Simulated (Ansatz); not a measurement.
Reaction (formal exchange of groups at a B–F bond): `CB(F)F` + propene → `C=CCB(C)F` + H–F

Program: Ansatz. Geometries: PBE0-D4/def2-TZVP. ΔE: electronic, gas phase. CCSD(T)/CBS is the MP2 limit (def2-TZVPP, def2-QZVPP) plus CCSD(T) − MP2 in def2-TZVPP, frozen cores. This one scheme is used for every species. Functionals use def2-TZVPP. Each species was taken in one conformer, which may not be the lowest.

`CB(F)F`:

```xyz
7

C     0.353    0.171   -0.580
B    -0.447   -0.181    0.707
F    -1.609    0.377    1.002
F     0.001   -1.074    1.575
H    -0.093    0.989   -1.144
H     1.386    0.428   -0.330
H     0.408   -0.709   -1.229
```

`C=CC`:

Cartesian coordinates in Å:
```
C -1.066 0.881 0.084
C -0.355 -0.132 -0.391
C 0.964 -0.576 0.141
H -0.717 1.473 0.924
H -2.021 1.155 -0.348
H -0.746 -0.696 -1.235
H 0.922 -1.618 0.475
H 1.736 -0.527 -0.633
H 1.283 0.041 0.984
```

`C=CCB(C)F`:

```xyz
14

C    -1.867    0.861    0.911
C    -1.264    0.773   -0.268
C     0.210    0.914   -0.498
B     0.763   -0.536   -0.776
C     1.506   -1.412    0.278
F     0.544   -1.039   -1.993
H    -2.936    0.717    1.010
H    -1.313    1.090    1.816
H    -1.860    0.538   -1.147
H     0.686    1.364    0.376
H     0.391    1.554   -1.369
H     2.528   -1.030    0.397
H     1.039   -1.327    1.264
H     1.573   -2.465   -0.001
```

H–F:

Z-matrix (Å, degrees):
```
F
H 1 0.920
```

**Question.** Is it downhill or uphill in electronic energy at CCSD(T)/CBS, and by how much? (Estimate.)

**Answer.** Computed: Uphill: ΔE = +1.56 eV.

**Question.** What do these levels give: revPBE-D4, ωB97X-V, revPBE, PBE0, RPA@PBE/def2-TZVPP, MP2/def2-SVP, CCSD/def2-SVP, HF/def2-TZVPP, MP2/def2-TZVPP, CCSD/def2-TZVPP, HF/def2-QZVPP, SCS-MP2/def2-QZVPP? (Estimate.)

**Answer.** Ansatz gave: revPBE-D4 1.50, ωB97X-V 1.64, revPBE 1.63, PBE0 1.63, RPA@PBE/def2-TZVPP 1.60, MP2/def2-SVP 1.79, CCSD/def2-SVP 1.82, HF/def2-TZVPP 1.89, MP2/def2-TZVPP 1.57, CCSD/def2-TZVPP 1.64, HF/def2-QZVPP 1.89, SCS-MP2/def2-QZVPP 1.61 eV.

Largest T1 diagnostic among the species: 0.012.

At CCSD(T), def2-SVP lies +0.24 eV from the extrapolated value and def2-TZVPP +0.05 eV. Leaving LDA and LC-ωPBE aside and taking each functional with its dispersion term where it has one, the values, not all of them listed here, spread over 0.22 eV, from revPBE-D4 to B97M-V. From BLYP to BHLYP (50 % exact exchange), in def2-TZVPP and without D4, ΔE moves by +0.03 eV.
